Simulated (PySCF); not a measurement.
TaH₅, SMILES [TaH5] (connectivity only; charge and spin as stated), neutral, multiplicity 1.

The structure is a stationary point at PBE0-D3(BJ)/def2-TZVPD. The multiplicity is an assumed one; other spin states were not compared. The def2 effective core potentials stand for the cores of Ta; spin–orbit coupling is left out.

All values below come from CAM-B3LYP/def2-TZVPD in PySCF.

Estimate the frontier levels, gap, dipole moment and polarisability. (An estimate is asked for; the answer gives what the named calculation found.)


The highest occupied level is -10.15 eV and the lowest empty level comes out as -1.75 eV. The orbital gap is 8.40 eV, the dipole moment is 1.77 D and the quadrupole, principal values (traceless, Buckingham form, about the centre of nuclear charge) comes out as -1.81, 0.91, 0.91 D·Å. The mean static polarisability comes out as 51.3 bohr³ (7.60 Å³) and the polarisability, principal values is 49.9, 52.0, 52.0 bohr³.
